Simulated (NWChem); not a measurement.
System: CsF; SMILES [F][Cs]

```xyz
2

Cs     0.0000     0.0000    -0.3611
F      0.0000     0.0000     2.0194
```
Atoms are numbered in this order, from 1.

Level: PBE0-D3(BJ)/def2-TZVP with def2 effective core potentials on Cs (NWChem), optimised geometry, unscaled harmonic frequencies. def2 effective core potentials on Cs; no spin-orbit coupling.

```tsv
frequency (cm⁻¹)	IR intensity (km/mol)
362	121.8
```

The zero-point energy is 0.5 kcal/mol and the thermal correction to the enthalpy at 298.15 K (with zero-point energy) is 2.8 kcal/mol. The heat capacity Cv comes out as 6.5 cal/(mol K) and the entropy at 298.15 K and 1 atm (symmetry number 1) is 58.1 cal/(mol K).

Rigid rotor and harmonic oscillator.
